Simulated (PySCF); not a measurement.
C2H8BNO2.
Numbering: `[CH3:1][O:2][CH2:3][O:4][BH:5][NH2:6]` (hydrogens: H7, H8, H9 on C1; H10, H11 on C3; H12 on B5; H13, H14 on N6)

Computed by this run: PBE0-D3(BJ)/def2-SVP geometry optimisation, gas phase in PySCF 2.14.0; density fitting, grid level 1; the optimiser is geomeTRIC in internal coordinates, started from a GFN2-xTB structure with every atom displaced at random (about 0.01 Å).

The end geometry, which sets the zero of energy:
```
atom  x, y, z in Å
C1     -2.3175    0.1371   -0.6464
O2     -1.5339    1.2745   -0.4091
C3     -0.1908    1.0176   -0.2960
O4      0.0705    0.2279    0.8260
B5      1.3286   -0.1847    1.1643
N6      2.4782    0.1471    0.4278
H7     -2.2790   -0.5702    0.1986
H8     -1.9912   -0.3944   -1.5622
H9     -3.3533    0.4742   -0.7852
H10     0.3074    1.9998   -0.2063
H11     0.1893    0.4988   -1.2067
H12     1.4307   -0.8713    2.1543
H13     3.3910   -0.1781    0.7119
H14     2.4945    0.7148   -0.4083
```

**Question.** These geometries come from the run, each turned onto the end geometry. Order them by energy, lowest first.
A.
```
atom  x, y, z in Å
C1     -2.3938    0.2105   -0.5588
O2     -1.4408    1.2431   -0.4516
C3     -0.1496    0.7754   -0.5334
O4      0.1879   -0.0903    0.5232
B5      1.3718   -0.2879    1.0727
N6      2.5429    0.3562    0.6564
H7     -2.2922   -0.5133    0.2259
H8     -2.3333   -0.2531   -1.5462
H9     -3.3796    0.7400   -0.4495
H10     0.4936    1.6781   -0.4821
H11     0.0269    0.2456   -1.4761
H12     1.4083   -1.0458    1.9739
H13     3.4067    0.2108    1.0904
H14     2.5757    1.0241   -0.0825
```
B.
```
atom  x, y, z in Å
C1     -2.3859    0.2218   -0.5815
O2     -1.4631    1.2663   -0.4348
C3     -0.1516    0.8525   -0.4554
O4      0.1001   -0.0038    0.6079
B5      1.3644   -0.2644    1.1081
N6      2.5294    0.3034    0.5801
H7     -2.3024   -0.5166    0.2430
H8     -2.2390   -0.3154   -1.5406
H9     -3.3965    0.6415   -0.5897
H10     0.4631    1.7656   -0.4060
H11     0.0662    0.3085   -1.4091
H12     1.4330   -1.0336    2.0388
H13     3.4386    0.1055    0.9885
H14     2.5681    0.9620   -0.1868
```
C.
```
atom  x, y, z in Å
C1     -2.3994    0.2188   -0.6047
O2     -1.4687    1.2484   -0.4186
C3     -0.1585    0.8292   -0.4267
O4      0.1128   -0.0157    0.6478
B5      1.3797   -0.2518    1.1236
N6      2.5400    0.3013    0.5616
H7     -2.3537   -0.5305    0.2032
H8     -2.2422   -0.3012   -1.5714
H9     -3.3970    0.6790   -0.6149
H10     0.4476    1.7514   -0.3660
H11     0.0814    0.3014   -1.3789
H12     1.4659   -0.9869    2.0787
H13     3.4509    0.1237    0.9613
H14     2.5658    0.9261   -0.2325
```
D.
```
atom  x, y, z in Å
C1     -2.3835    0.2036   -0.6180
O2     -1.4804    1.2549   -0.4031
C3     -0.1640    0.8683   -0.3947
O4      0.1000    0.0256    0.6881
B5      1.3634   -0.2351    1.1363
N6      2.5253    0.2731    0.5305
H7     -2.3359   -0.5470    0.1883
H8     -2.1870   -0.3059   -1.5819
H9     -3.3925    0.6350   -0.6470
H10     0.4314    1.7965   -0.3263
H11     0.0974    0.3359   -1.3374
H12     1.4622   -0.9495    2.1071
H13     3.4398    0.0733    0.9092
H14     2.5484    0.8647   -0.2886
```
E.
```
atom  x, y, z in Å
C1     -2.3441    0.1651   -0.6521
O2     -1.5150    1.2652   -0.3906
C3     -0.1833    0.9548   -0.3102
O4      0.0814    0.1624    0.8140
B5      1.3493   -0.1959    1.1776
N6      2.4882    0.2056    0.4582
H7     -2.3177   -0.5735    0.1676
H8     -2.0530   -0.3445   -1.5922
H9     -3.3683    0.5452   -0.7635
H10     0.3582    1.9146   -0.2386
H11     0.1545    0.4126   -1.2252
H12     1.4764   -0.8848    2.1638
H13     3.4123   -0.0858    0.7461
H14     2.4855    0.7523   -0.3922
```

**Answer.** E (0.003 eV), D (0.006 eV), C (0.011 eV), B (0.025 eV), A (0.184 eV).

In the order of the answer:

```
step  E above end (eV)  largest force (eV/Å)  rms force component (eV/Å)  rms distance from end (Å)  rms bond change (Å)  bond most changed (Å)
   7             0.003                  0.14                       0.041                      0.069                0.001           C3–O4 +0.004
   5             0.006                  0.07                       0.017                      0.191                0.001          C3–H11 -0.001
   2             0.011                  0.29                       0.073                      0.242                0.003           O4–B5 +0.007
   1             0.025                  0.87                       0.221                      0.254                0.007           O4–B5 +0.018
   0             0.184                  2.77                       0.765                      0.353                0.023           O4–B5 -0.047
```

The cost below is that of the whole optimisation. Time: 1.8 min wall; peak memory 0.51 GiB. Hardware: one thread, Arm Neoverse N1 (aarch64) (shared host).
